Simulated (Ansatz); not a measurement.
CH6OS2Si can be A, `SCO[SiH2]S`, or B, `OCS[SiH2]S`.

Gas-phase electronic energies from Ansatz, PBE0-D4/def2-TZVP geometries. CBS: MP2 limit from def2 TZ/QZ plus the TZ coupled-cluster correction, frozen cores. DFT in def2-TZVPP. B3LYP here is the variant with VWN-RPA as its local correlation; programs differ in this. One conformer a species, not always the lowest.

(1) Which is lower in electronic energy at CCSD(T)/CBS, and by how much? (Best estimate.)

(2) Give E(B) − E(A) in kcal/mol with HF/def2-TZVPP, r2SCAN-D4, ωB97M-V, CCSD(T)/def2-TZVPP, B3LYP-D4, PBE0-D4, B3LYP. (An estimate is asked.)

Largest T1 diagnostic: 0.012.

Results:

(1) The calculation gave: A, by 7.7 kcal/mol.

(2) The calculation gave: HF/def2-TZVPP 12.5, r2SCAN-D4 6.4, ωB97M-V 8.0, CCSD(T)/def2-TZVPP 8.5, B3LYP-D4 8.2, PBE0-D4 5.0, B3LYP 8.7. None reverses the order clearly.

In def2-TZVPP, CCSD(T) changes the Hartree–Fock value by −4.0 kcal/mol (the triples alone add −1.0 kcal/mol) and MP2 by −4.6 kcal/mol. From PBE to PBE0 (25 % exact exchange), in def2-TZVPP and without D4, E(B) − E(A) moves by +1.0 kcal/mol.
